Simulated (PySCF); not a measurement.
# Radial density of Te²⁺ (tellurium, charge +2)

UHF, [Kr] 4d10 5s1 5p3, 5s spin antiparallel (an excited configuration). All numbers are calculated (PySCF 2.14, the spin-free X2C one-electron Hamiltonian (Gaussian nucleus), in aug-cc-pVQZ-DK3 (9s8p6d3f2g, 102 functions)).

```json
{"r (bohr)": "0.0274", "4πr²ρ (e/bohr)": "62.65", "4πr²(ρα − ρβ)": "0.0199"}
{"r (bohr)": "0.0461", "4πr²ρ (e/bohr)": "60.99", "4πr²(ρα − ρβ)": "0.0507"}
{"r (bohr)": "0.0775", "4πr²ρ (e/bohr)": "85.52", "4πr²(ρα − ρβ)": "0.0157"}
{"r (bohr)": "0.130", "4πr²ρ (e/bohr)": "68.21", "4πr²(ρα − ρβ)": "-0.0098"}
{"r (bohr)": "0.219", "4πr²ρ (e/bohr)": "69.83", "4πr²(ρα − ρβ)": "0.0575"}
{"r (bohr)": "0.369", "4πr²ρ (e/bohr)": "44.47", "4πr²(ρα − ρβ)": "0.0001"}
{"r (bohr)": "0.620", "4πr²ρ (e/bohr)": "24.84", "4πr²(ρα − ρβ)": "0.1492"}
{"r (bohr)": "1.04", "4πr²ρ (e/bohr)": "16.49", "4πr²(ρα − ρβ)": "-0.0710"}
{"r (bohr)": "1.75", "4πr²ρ (e/bohr)": "3.657", "4πr²(ρα − ρβ)": "0.7774"}
{"r (bohr)": "2.95", "4πr²ρ (e/bohr)": "1.125", "4πr²(ρα − ρβ)": "0.7666"}
{"r (bohr)": "4.96", "4πr²ρ (e/bohr)": "0.04233", "4πr²(ρα − ρβ)": "0.0382"}
{"r (bohr)": "8.35", "4πr²ρ (e/bohr)": "3.147e-05", "4πr²(ρα − ρβ)": "0.0000"}
```

Densities and radii are taken from the X2C orbitals without a picture-change correction, which distorts them close to the nucleus.

With the s spin flipped the determinant is a mixture of two multiplicities, not a spectroscopic state.
